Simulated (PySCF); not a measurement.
C₂H₃F₂NOSi. Atoms are numbered in the order given.

```xyz
10

C      1.5987    -1.5565     0.0000
Si    -0.0524    -0.7429     0.0000
F     -0.9147    -1.1834    -1.2910
F     -0.9147    -1.1834     1.2910
N      0.0590     0.9556     0.0000
C      0.0782     2.1564     0.0000
O      0.1107     3.3239     0.0000
H      2.1730    -1.2628     0.8923
H      1.4936    -2.6525     0.0000
H      2.1730    -1.2628    -0.8923
```

Geometry optimised at B3LYP-D3(BJ)/def2-SVP. One conformer was computed; it need not be the lowest.

Level of theory: PBE0/pcSseg-1 (PySCF).

GIAO shieldings, no solvent; atoms alike by connectivity are averaged. δ = σ(ref) − σ: ¹³C against TMS (σ = 186.3 ppm); ²⁹Si against TMS (σ = 352.7 ppm); ¹⁹F against CFCl3 (σ = 167.2 ppm); ¹⁵N against NH3 (σ = 267.4 ppm); ¹⁷O against H2O (σ = 334.2 ppm); ¹H against TMS (σ = 31.56 ppm), references at their B3LYP-D3(BJ)/def2-TZVP geometries, non-relativistic.

Computed chemical shifts:
```
nucleus        atoms  count  δ (ppm)
-------  -----------  -----  -------
¹³C               C6      1    125.9
¹³C               C1      1     -2.1
²⁹Si             Si2      1    -49.7
¹⁹F           F3, F4      2   -143.1
¹⁵N               N5      1     52.0
¹⁷O               O7      1    144.7
¹H       H8, H9, H10      3     0.72
```
